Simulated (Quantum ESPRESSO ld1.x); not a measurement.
Q: Species: Ho+. Configuration: [Xe] 4f11 6s1. Method: scalar-relativistic Kohn-Sham, LDA (Slater exchange, Perdew-Wang correlation), spin-polarised, spherical densities, point nucleus; open shells are filled with parallel spins first; computed with ld1.x of Quantum ESPRESSO 7.5. Some entries of the table are withheld. Estimate them.

orbital,occ.,eigenvalue (eV),<1/r> (bohr^-1)
1s up,1,-55456.8,76.01
1s down,1,-55456.8,76.01
2s up,1,-9282.45,17.68
2s down,1,-9282.39,17.68
2p up,3,-8227.36,16.38
2p down,3,-8227.31,16.38
3s up,1,-2078.15,6.508
3s down,1,-2076.89,6.511
3p up,3,-1755.76,6.092
3p down,3,-1754.51,6.095
3d up,5,-1345.84,5.779
3d down,5,-1344.86,5.782
4s up,1,-416.161,2.751
4s down,1,-413.567,2.751
4p up,3,-310.007,2.520
4p down,3,-307.452,2.519
4d up,5,-166.625,2.223
4d down,5,-164.129,2.221
5s up,1,-57.7234,1.043
5s down,1,-56.4446,1.036
5p up,3,-33.0512,0.8632
5p down,3,-32.0462,0.8568
4f up,7,(1),(2)
6s up,1,-9.5552,0.3485
4f down,4,(3),(4)
6s down,0,-8.6736,0.3440

A: 
(1) 4f up eigenvalue (eV): -10.8635
(2) 4f up <1/r> (bohr^-1): 1.611
(3) 4f down eigenvalue (eV): -8.6899
(4) 4f down <1/r> (bohr^-1): 1.587
